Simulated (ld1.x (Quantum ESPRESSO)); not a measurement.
**What one change does to a pseudopotential (Se, TM)**

Se, norm-conserving Troullier–Martins (Kleinman–Bylander form), made with ld1.x (Quantum ESPRESSO) 7.5 (PBEsol, non-relativistic). Core [Ar], reference 3d10 4s2 4p4. Waves: 4s (bound): rc 1.40 bohr; 3d (bound): rc 0.80 bohr; 4p (bound): rc 1.30 bohr. Local part: the p channel. Core correction: none.

Change: all radii scaled by about 1.32 (s 1.84, p 1.72, d 1.06 bohr).

Cutoffs: the cutoffs (Ry, on a coarse ladder) from which the occupation-weighted sum of valence levels, in a spherical-Bessel basis at the reference potential, stays within 10 and 1 mRy of its value at 400 Ry; they do not see the model core or the augmentation charge, which bear on the density cutoff. Errors are all-electron minus pseudo energies relative to the spin-unpolarised reference configuration.

Task: Predict the effect on cutoff, ghosts and configuration errors.

Result: Of the 7 tests that both files solve, the error grows in 1 and shrinks in 3 by more than 15 % and 0.3 meV (median size 10.4 → 10.5 meV); neither file shows a bound ghost.

```tsv
quantity	base	changed
cutoff, loose	over 300 Ry	260 Ry
cutoff, tight	over 300 Ry	over 300 Ry
loose cutoff by channel (10 mRy a level)	s 18 Ry, d over 300 Ry, p 50 Ry	s 18 Ry, d 230 Ry, p 15 Ry
bound ghosts	none	none
error for 3d10 4s2 4p3, meV [ΔE 10.88 eV]	+2.3	+0.9
error for 3d10 4s2 4p2, meV [ΔE 31.25 eV]	+9.9	+4.4
error for 3d10 4s2 4p1, meV [ΔE 62.11 eV]	+18	+10
error for 3d10 4s2 4p3.5, meV [ΔE 4.33 eV]	+0.5	+0.2
error for 3d9 4s2 4p5, meV [ΔE 53.08 eV]	-1064	-978
error for 3d10 4s0 4p6, meV [ΔE 20.71 eV]	+10	-16
error for 3d9 4s2 4p4, meV [ΔE 65.52 eV]	-987	-883
```
